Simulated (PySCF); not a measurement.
CHS2, SMILES S=C=[SH+], charge +1. The structure is a stationary point at B3LYP-D3(BJ)/def2-TZVP. The isomer is the one that the SMILES or the coordinates give; other isomers of the formula were not compared.

PySCF with TDA-ωB97X/def2-SVPD puts the lowest singlet excitations at 3.45, 4.94, 5.81, 6.50, 7.36, 7.47 eV.

Task: What are the lowest excitation roots from ADC(2)/aug-cc-pVDZ run with PySCF? (The exact figures need the calculation; the answer reports its results.)

Result: 3.80, 5.07, 6.41, 7.00, 7.15, 7.39 eV. S1 differs by 0.34 eV (second minus first; roots are paired by order, and the bases may differ).
